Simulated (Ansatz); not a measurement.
Consider the hydrogenolysis of the Si–F bond: `CO[Si](F)(C#N)OC` + H₂ → `CO[SiH](C#N)OC` + H–F.

Calculated with Ansatz (gas phase, PBE0-D4/def2-TZVP geometries, no zero-point term in ΔE). CCSD(T)/CBS is the MP2 limit (def2-TZVPP, def2-QZVPP) plus CCSD(T) − MP2 in def2-TZVPP, frozen cores. This one scheme is used for every species. DFT in def2-TZVPP. B3LYP here is the variant with VWN-RPA as its local correlation; programs differ in this. One conformer a species, not always the lowest.

`CO[Si](F)(C#N)OC`:

Cartesian coordinates in Å:
```
C 0.026 -0.215 -2.427
O -1.016 -0.057 -1.480
Si -0.853 0.223 0.087
F -2.292 0.230 0.728
C -0.154 1.907 0.392
N 0.342 2.929 0.576
O 0.126 -0.850 0.771
C 0.634 -0.842 2.094
H 0.595 0.712 -2.537
H -0.433 -0.463 -3.384
H 0.701 -1.022 -2.133
H 1.026 0.144 2.361
H -0.145 -1.124 2.806
H 1.443 -1.569 2.145
```

H₂:

Cartesian coordinates in Å:
```
H 0.167 0.332 0.031
H -0.167 -0.332 -0.031
```

`CO[SiH](C#N)OC`:

Cartesian coordinates in Å:
```
C 0.197 2.019 1.740
O -0.297 0.759 1.334
Si -0.220 0.159 -0.163
C 1.562 0.131 -0.714
N 2.658 0.125 -1.068
O -0.771 -1.356 -0.088
C -0.785 -2.278 -1.160
H 1.276 2.092 1.575
H -0.004 2.127 2.806
H -0.301 2.833 1.205
H -0.934 0.987 -1.160
H -1.229 -3.204 -0.797
H 0.230 -2.488 -1.513
H -1.383 -1.906 -1.998
```

H–F:

```xyz
2

F     0.144   -0.385   -0.206
H    -0.144    0.385    0.206
```

```tsv
level	ΔE (kcal/mol)	difference from CCSD(T)/CBS
PBE-D4	32.9	-1.2
PBE0-D4	32.8	-1.3
ωB97X-V	34.5	0.4
ωB97M-V	35.1	1.0
B2PLYP	34.7	0.6
PBE	32.2	-1.9
PBE0	32.2	-1.9
B3LYP	34.0	-0.1
SCS-MP2/def2-TZVPP	34.4	0.3
CCSD/def2-TZVPP	33.8	-0.3
CCSD(T)/def2-TZVPP	34.1	0.0
HF/def2-QZVPP	34.8	0.7
MP2/def2-QZVPP	34.8	0.7
HF/CBS(def2)	34.8	0.7
MP2/CBS(def2)	34.6	0.5
CCSD/CBS(def2)	33.8	-0.3
CCSD(T)/CBS	34.1	0
```

Largest T1 diagnostic among the species: 0.012.

The D4 term adds +1.1 kcal/mol with B3LYP and +0.6 kcal/mol with PBE0; it sums over pairs of atoms, weighted by their polarisabilities, and B3LYP, whose exchange is more repulsive, gets the larger term.
